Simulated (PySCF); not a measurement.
A structure optimised at PBE-D3(BJ)/def2-SVP, used in a PySCF frequency run:

```
Cd
Br 1 2.4200
Br 1 2.4200 2 180.00
```

### Question
Write its SMILES, formula and point group.

### Answer
[Br][Cd][Br], Br2Cd, D∞h

### Question
What are its rotational constants (standard atomic weights)?

### Answer
0.53998 GHz (linear rotor, B only)
